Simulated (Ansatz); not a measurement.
Cl₂F₂H₂Si₂ (`F[SiH](F)[SiH](Cl)Cl`) at its PBE0-D4/def2-TZVP geometry, where that method's forces vanish. Charge 0, multiplicity 1.

```xyz
8

F     1.1286   -1.8887    0.2700
Si    1.1634   -0.3201    0.0291
F     1.8993    0.3478    1.2698
Si   -1.0477    0.4660   -0.0640
Cl   -1.8734   -0.2690   -1.7886
Cl   -2.0737   -0.2213    1.5634
H     1.9700   -0.0553   -1.1829
H    -1.1667    1.9406   -0.0969
```

(1) What forces (eV/Å) does ωB97M-V/def2-TZVPP give on these atoms in Ansatz? (Estimate.)

Answers

(1) Ansatz gave: 
```
F1  -0.022 -0.146  0.021
Si2 -0.069  0.160 -0.295
F3   0.055  0.068  0.115
Si4  0.172  0.180  0.008
Cl5 -0.020 -0.024 -0.035
Cl6 -0.024 -0.025  0.034
H7  -0.106 -0.031  0.148
H8   0.015 -0.182  0.004
```
